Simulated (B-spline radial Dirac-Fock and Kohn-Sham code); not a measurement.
**Two-hole binding energies of Se¹⁹⁺**

System: Se¹⁹⁺, configuration [Ne] 3s2 3p3.

Calculated with a radial atomic solver, using multi-electron Dirac-Fock with separately optimised hole states, Breit and Lamb-shift corrections added in first order. U is the two-hole binding energy less the two single-hole energies, the effective repulsion of the holes after relaxation. Each two-hole energy is an average over J within one jj subconfiguration.

```
       holes  E(a) (eV)  E(b) (eV)  E(ab) (eV)  U (eV)
        1s⁻²    13459.0    13459.0     27464.7   546.8
1s⁻¹ 2p3/2⁻¹    13459.0     2214.5     15845.8   172.3
        2s⁻²     2435.9     2435.9           ?       ?
2s⁻¹ 2p3/2⁻¹     2435.9     2214.5      4761.5   111.1
2p3/2⁻¹ 3s⁻¹     2214.5      851.6      3127.1    61.1
```

Task: Give the missing two-hole energy and U.

Result: E(ab) = 4989.7 eV and U = 117.9 eV.
